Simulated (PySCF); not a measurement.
SnHBr3.
Structure used (PBE0-D3(BJ)/def2-SVP), in Å, numbered top down from 1:
```xyz
5
Br3HSn angstrom
Sn     0.0029   -0.0219    0.1971
H     -0.0946   -0.0408    1.8978
Br     2.3504   -0.0235   -0.5652
Br    -1.0872    1.9628   -0.7826
Br    -1.0966   -1.9871   -0.8092
```

Method: PySCF 2.14.0, PBE0-D3(BJ)/def2-SVP geometry optimisation, gas phase, def2 core potentials past Kr.

Question: Which atoms are bound to Sn1, and at what distances?

Answer: 4 atoms: H2 1.704 Å, Br5 2.467 Å, Br4 2.467 Å, Br3 2.468 Å.

Question: List the angles at Sn1.

Answer: 
```csv
angle,degrees,distance of the outer atoms (Å)
H2–Sn1–Br4,112.3,3.49
H2–Sn1–Br5,111.9,3.48
H2–Sn1–Br3,111.3,3.47
Br3–Sn1–Br4,107.3,3.98
Br3–Sn1–Br5,107.3,3.97
Br4–Sn1–Br5,106.4,3.95
```

Question: What is the shape at Sn1?

Answer: Tetrahedral: angles from 106.4° to 112.3°; τ4 = (360° − α − β)/141° = 0.96 with α and β the two widest (0 for a square, 1 for a tetrahedron). Differences among atoms that C3v makes equivalent are scatter left by the optimiser.

Point group: C3v (tolerance 0.08 Å). Charge 0, singlet. No frequency check.
